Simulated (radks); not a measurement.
The numbers below are computed, except where a source is named.
Q: These are the eigenvalues of the occupied orbitals of an atom or ion with whole-number occupations (hartree). Code: a radial shooting solver on a logarithmic mesh with Libxc functionals. Model: Dirac Kohn-Sham, LDA (Slater exchange, Perdew-Wang correlation), spin-unpolarised, spherical densities, finite nucleus; Fermi nuclear charge, rms radius of each element as measured or else 0.836 A^(1/3) + 0.57 fm.

orbital  eigenvalue
1s1/2     -1773.783
2s1/2     -291.1875
2p1/2     -276.3878
2p3/2     -252.6021
3s1/2     -64.05717
3p1/2     -57.64493
3p3/2     -52.79856
3d3/2     -41.65055
3d5/2     -40.59489
4s1/2     -12.69749
4p1/2     -10.22039
4p3/2      -9.14469
4d3/2      -5.05734
4d5/2      -4.86437
5s1/2      -1.64329
5p1/2      -0.97687
5p3/2      -0.83559
6s1/2      -0.13835
4f5/2      -0.12000
4f7/2      -0.09727

Which element is it, and in what charge state? The configuration may be excited. Open shells, if any, are shared by 2j + 1.

A: Z = 63, europium, charge 0: Eu in [Xe] 4f7 6s2. The list shows which subshells hold electrons but not how many an open one holds; the 1s level, -1773.8 hartree, gives Z - s = 59.6 by -(Z - s)^2/2, which with screening and relativity narrows Z to a few neighbours, and the depths of the outer levels then fix element, charge and occupations together.
